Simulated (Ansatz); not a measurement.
`[OH][AlH][CH2]F` + H–F → `F[CH2][AlH][F]` + H₂O at 400 K and 1 bar (ligand exchange at the Al–O bond).

Computed with Ansatz on PBE0-D4/def2-TZVP structures; ΔE is electronic, products minus reactants. CBS: MP2 limit from def2 TZ/QZ plus the TZ coupled-cluster correction, frozen cores. This one scheme is used for every species. One conformer a species, not always the lowest.

```csv
species,CCSD(T)/CBS energy (Eh),H − E (kJ/mol),S (J/(mol·K))
`[OH][AlH][CH2]F`,-457.47532,158.1,353.9
H–F,-100.39570,36.5,182.2
`F[CH2][AlH][F]`,-481.50843,126.0,343.0
H₂O,-76.37941,69.8,198.6
```

H − E and S are ideal-gas, rigid-rotor, harmonic terms from PBE0-D4/def2-TZVP, for one conformer and one mirror image of each species. 1 Eh = 2625.50 kJ/mol, R = 8.31446 J/(mol·K).

Question: By hand: ΔE, ΔH, ΔS and ΔG.

Answer: ΔE = (-481.50843) + (-76.37941) − (-457.47532) − (-100.39570) = -0.01682 Eh = -44.2 kJ/mol. Δ(H − E) = 126.0 + 69.8 − 158.1 − 36.5 = 1.2, so ΔH = -43.0 kJ/mol. ΔS = 343.0 + 198.6 − 353.9 − 182.2 = 5.5 J/(mol·K). ΔG = -43.0 − 400 × (5.5)/1000 = -45.2 kJ/mol.

Question: By hand: the equilibrium constant, and the temperature at which ΔG would vanish if ΔH and ΔS stayed fixed.

Answer: log₁₀ K = −ΔG/(RT ln 10) = 5.9. ΔH and −TΔS have one sign here, so there is no such temperature.

The number of gas molecules stays the same, so ΔS is small and ΔH decides. A doubt of 5 kJ/mol in ΔE shifts log₁₀ K by 0.7 here. Other conformers and mirror images would add mixing entropy, several J/(mol·K) or more a flexible species. Modes under 60 cm⁻¹, often nearly free rotors, make the harmonic entropy too high. These are equilibria of isolated gas molecules and say nothing of rates. Largest T1 diagnostic: 0.012 (customary marks: 0.02 for closed shells, 0.045 for open ones).

ΔS is within the doubt of such terms, so its sign, and with it that verdict, could turn.
